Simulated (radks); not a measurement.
Task: Hg VI, 75 electrons, occupied as [Xe] 4f14 5d(3/2: 4, 5/2: 2) 6p(1/2: 1, 3/2: 0) (not the ground configuration). Method: Dirac Kohn-Sham, relativistic LDA (MacDonald-Vosko exchange, VWN5 correlation), spin-unpolarised, spherical densities, finite nucleus; Fermi nuclear charge, rms radius 5.4648 fm; computed with a radial shooting solver on a logarithmic mesh with Libxc functionals.

Spin-orbit splittings of the eigenvalues, e(l+1/2) - e(l-1/2), with zeta = 2 splitting/(2l+1) and mean radii in bohr:

shell  occ.  splitting (eV)  zeta (eV)  <r> j=l-1/2  <r> j=l+1/2
2p        6            1921       1281      0.05715      0.06577
3p        6           426.0      284.0       0.1710       0.1868
3d       10           91.84      36.74       0.1624       0.1672
4p        6           103.2      68.80       0.4021       0.4363
4d       10           19.36      7.743       0.4429       0.4540
4f       14           4.210      1.203       0.4777       0.4842
5p        6           19.22      12.81       0.9542        1.039
5d        6           2.482     0.9928        1.262        1.295
6p        1               ?          ?        2.204        2.359

Estimate the 6p splitting.

Result: 3.700 eV (zeta = 2.467 eV).
